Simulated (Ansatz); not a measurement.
Si(NMe2)H3 (C2H9NSi), relaxed as a singlet with RKS PBE-D4/def2-SVP in Ansatz, starting from the GFN2-xTB geometry. Force threshold 0.02 eV/Å.

Another isomer (singlet) lies 0.73 eV lower at PBE0-D4/def2-TZVP; other spin states weren't run for this one.

Start:

```xyz
13

C    -0.103   -1.387   -0.438
C     1.358    0.488   -0.207
N    -0.008    0.033   -0.219
Si   -1.246    0.898    0.603
H     0.393   -1.652   -1.377
H    -1.148   -1.682   -0.500
H     0.372   -1.960    0.370
H     1.387    1.569   -0.097
H     1.934    0.039    0.612
H     1.846    0.218   -1.149
H    -2.501    0.383    0.055
H    -1.012    2.305    0.277
H    -1.271    0.748    2.070
```

| step | energy (eV) | largest force component (eV/Å) | SCF passes |
| --- | --- | --- | --- |
| 1 | -11573.9823 | 0.697 | 27 |
| 2 | -11574.1102 | 0.338 | 29 |
| 3 | -11574.1215 | 0.145 | 29 |
| 4 | -11574.1217 | 0.053 | 29 |
| 5 | -11574.1218 | 0.012 | 22 |

Force components are those of the run's own axes.

End:

```xyz
13

C    -0.105   -1.415   -0.441
C     1.384    0.497   -0.207
N     0.018    0.012   -0.211
Si   -1.253    0.904    0.597
H     0.382   -1.703   -1.402
H    -1.172   -1.709   -0.509
H     0.365   -2.037    0.362
H     1.407    1.601   -0.104
H     2.006    0.069    0.620
H     1.896    0.241   -1.164
H    -2.569    0.412    0.059
H    -1.052    2.363    0.292
H    -1.307    0.766    2.107
```

By distances, no bond broke or formed. The bond that changes most is Si4–H11, from 1.46 to 1.50 Å (atoms count from 1).

No frequencies were taken in this run, so the end may be a saddle point.

Run time 11 s (2 threads of Arm Neoverse V1 on a shared host).
